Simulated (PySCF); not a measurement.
C4H7BO, SMILES C1C=COB1C.

The structure is a stationary point at PBE0-D3(BJ)/def2-SVP. The structure was generated by enumeration, and PubChem lists no compound with its InChIKey, so it may never have been made. One conformer was computed; it need not be the lowest.

These are PBE/def2-TZVP in PySCF values and carry that method's errors.

Symmetry labels are those of the subgroup Cs that the program uses (full group Cs).

Computed valence orbital energies around the gap with their symmetry:
```json
[
 {"orbital": "HOMO−7", "symmetry": "A'", "energy (eV)": "-9.81"},
 {"orbital": "HOMO−6", "symmetry": "A\"", "energy (eV)": "-9.50"},
 {"orbital": "HOMO−5", "symmetry": "A\"", "energy (eV)": "-9.19"},
 {"orbital": "HOMO−4", "symmetry": "A'", "energy (eV)": "-9.01"},
 {"orbital": "HOMO−3", "symmetry": "A'", "energy (eV)": "-8.80"},
 {"orbital": "HOMO−2", "symmetry": "A'", "energy (eV)": "-8.51"},
 {"orbital": "HOMO−1", "symmetry": "A'", "energy (eV)": "-7.16"},
 {"orbital": "HOMO", "symmetry": "A\"", "energy (eV)": "-5.64"},
 {"orbital": "LUMO", "symmetry": "A\"", "energy (eV)": "-1.09"},
 {"orbital": "LUMO+1", "symmetry": "A\"", "energy (eV)": "0.08"},
 {"orbital": "LUMO+2", "symmetry": "A'", "energy (eV)": "0.20"},
 {"orbital": "LUMO+3", "symmetry": "A'", "energy (eV)": "1.25"}
]
```
